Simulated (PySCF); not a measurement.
C₅H₆Se, SMILES C=CC1=C[Se]C1. Geometry optimised at B3LYP-D3(BJ)/def2-SVP. The structure was generated by enumeration, and PubChem lists no compound with its InChIKey, so it may never have been made. One conformer was computed; it need not be the lowest.

The numbers are results of B3LYP-D3(BJ)/def2-SVP (PySCF), not measurements.

Harmonic wavenumbers (cm⁻¹): 120, 186, 219, 384, 396, 500, 621, 660, 704, 817, 866, 885, 914, 1009, 1023, 1054, 1112, 1120, 1300, 1329, 1421, 1426, 1621, 1696, 3081, 3139, 3148, 3155, 3220, 3240. Rotational constants (GHz): 9.397, 1.177, 1.053; symmetry number 1.

Question: Work out the zero-point energy and the ideal-gas rigid-rotor harmonic-oscillator thermochemistry at 298.15 K and 1 atm.

Answer: ZPE = ½ Σ hcν = ½ × 40365 cm⁻¹ = 241.43 kJ/mol. H − E(el) = 260.52 kJ/mol. Entropy in J/(mol K): translation 170.82, rotation 115.96, vibration 50.90, total 337.68. G − E(el) = 159.84 kJ/mol. Cp = 103.84 J/(mol K). Modes under 150 cm⁻¹ make the vibrational entropy uncertain.
